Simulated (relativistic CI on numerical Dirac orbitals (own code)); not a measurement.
**Co³⁺ in a cubic cluster: 3s photoemission with charge transfer**

Computed with a charge-transfer multiplet model of a cubic metal-ligand cluster with up to 2 ligand holes, Slater and spin-orbit integrals from Dirac-Coulomb-Breit ions, Slater integrals scaled by 0.9. The ground state mixes d6 with configurations of k ligand holes L, whose averages lie at kΔ + k(k − 1)U_dd/2; a core hole lowers each added d electron by U_cd. 300 K, Lorentzian 1.4 eV and Gaussian 0.8 eV FWHM.

Atomic integrals in eV (Slater integrals scaled, ζ unscaled), ground: F2dd 11.345, F4dd 7.087, zeta_d 0.071; with the core hole: F2dd 12.266, F4dd 7.704, zeta_d 0.081, G2cd 12.140.

Cluster parameters (eV): Δ = 0.3, U_dd = 5.8, U_cd = 7.5, 10Dq = 1.45, 10Dq(ligand) = 0.3, final-state hopping factor = 0.8.

```csv
Case,n_d,d6,d7L,d8L2,S
"V(eg) = 1.1 eV, V(t2g) = -0.55 eV",6.26,0.75,0.24,0.01,2.00
"V(eg) = 1.4 eV, V(t2g) = -0.7 eV",6.33,0.68,0.30,0.01,1.99
"V(eg) = 1.7 eV, V(t2g) = -0.85 eV",6.53,0.51,0.44,0.05,1.27
"V(eg) = 2 eV, V(t2g) = -1 eV",6.70,0.39,0.53,0.09,0.10
"V(eg) = 2.3 eV, V(t2g) = -1.15 eV",6.74,0.37,0.53,0.10,0.06
```

Weights, n_d and S are thermal averages at 300 K. Binding energies count from the first peak over 30 % of the highest in each spectrum, which can be another peak from case to case. The parameters are a model scan and need not match a compound or its usual spin state. Peaks in eV (height, largest 100):
- V(eg) = 1.1 eV, V(t2g) = -0.55 eV: 0.0 (91), 5.6 (100), 9.1 (37), 11.7 (33), 14.1 (26), 17.8 (93)
- V(eg) = 1.4 eV, V(t2g) = -0.7 eV: 0.0 (100), 4.5 (53), 5.9 (65), 8.8 (42), 12.3 (29), 14.6 (26), 18.5 (63)
- V(eg) = 1.7 eV, V(t2g) = -0.85 eV: 0.0 (100), 4.3 (79), 8.4 (43), 11.2 (34), 14.5 (28), 19.0 (22)
- V(eg) = 2 eV, V(t2g) = -1 eV: 0.0 (100), 4.2 (80), 7.5 (24), 8.5 (25), 11.5 (31), 15.0 (17)
- V(eg) = 2.3 eV, V(t2g) = -1.15 eV: 0.0 (100), 4.5 (62), 7.8 (16), 9.3 (20), 12.2 (22), 16.0 (10)

Curve for V(eg) = 1.4 eV, V(t2g) = -0.7 eV (points under 2 left out, the grid thinned):

```csv
E (eV),Intensity
-4.0,5.1
-3.4,6.7
-2.8,9.4
-2.2,14.4
-1.7,22.7
-1.1,44.7
-0.5,84.2
0.1,98.5
0.7,76.2
1.3,60.6
1.8,46.9
2.4,36.4
3.0,37.9
3.6,45.5
4.2,52.4
4.8,53.2
5.3,57.9
5.9,65.2
6.5,57.1
7.1,49.2
7.7,42.5
8.3,40.6
8.8,42.2
9.4,39.0
10.0,30.7
10.6,24.2
11.2,23.7
11.8,27.2
12.4,29.2
12.9,25.3
13.5,21.1
14.1,23.2
14.7,25.7
15.3,20.6
15.9,14.8
16.4,14.0
17.0,18.9
17.6,34.5
18.2,59.2
18.8,56.9
19.4,31.1
19.9,17.1
20.5,9.6
21.1,6.1
21.7,4.3
```

For the case V(eg) = 1.4 eV, V(t2g) = -0.7 eV, Δ = 0.3 eV is smaller than U_dd = 5.8 eV, the charge-transfer side of the Zaanen-Sawatzky-Allen scheme. With the core hole the average of the configuration with one ligand hole lies at Δ − U_cd = -7.2 eV before mixing: it lies below the unscreened one, so the lowest final states are mostly screened and the unscreened weight appears at higher binding energy as a satellite. The thermal average of S changes within this range, from 2.0 to 0.1; a value between half-integers is an average over states of different spin.

With at most 2 ligand holes the space is cut while the next configuration still counts, so covalency is underestimated, and a final configuration with one more ligand hole, which can lie low, is missing from the spectra.

Without intra-shell correlation the exchange splitting of the 3s hole comes out too large.
